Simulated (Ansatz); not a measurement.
Born–Oppenheimer molecular dynamics of FHInS (4 atoms, charge -1, multiplicity 1). It starts at the highest image of a converged band. Of that band: Neighbouring images differ by up to 1.3 eV, so the band resolves the path poorly. A vibrational analysis at the climbing image gives one clearly imaginary mode, 1069i cm⁻¹: a first-order saddle point.

Theory: RKS PBE0-D4/def2-SVP (Ansatz 0.2.0).

* ensemble: NVE (velocity Verlet)
* time step: 0.5 fs
* steps asked: 200
* starting velocities drawn for: 300 K
* seed: 12365

First frame:

```xyz
4
Properties=species:S:1:pos:R:3
F -1.954 -0.222 1.206
In -0.468 0.312 -0.046
S 1.600 -0.894 -0.001
H 0.822 0.804 -1.159
```

Problem. How far do the bonds stretch over the last three quarters of this one trajectory? (Pairs bonded in most of those frames.)

Solution. 
```
  bond  mean (Å)  spread (Å)  shortest  longest
F1–In2     2.030       0.059      1.93     2.12
In2–S3     2.301       0.090      2.18     2.44
In2–H4     1.998       0.232      1.56     2.35
```

Mean temperature of the second half: 4002 K. The conserved energy stayed within 0.47 meV per atom of its start (net change -0.23 meV per atom), so the integration is sound. The system heated up, since it started high on the potential surface and ran downhill. A run of 0.1 ps of so small a system gives no equilibrium averages. The orbitals stay closed-shell, which can raise the energy where a bond breaks towards radicals; this wasn't checked here. Limits of this set-up: an anion without diffuse functions, the dipole of an ion depends on the origin.

The run took 7.6 min on 1 thread of Arm Neoverse V1, on a shared host, peak memory 0.12 GiB.
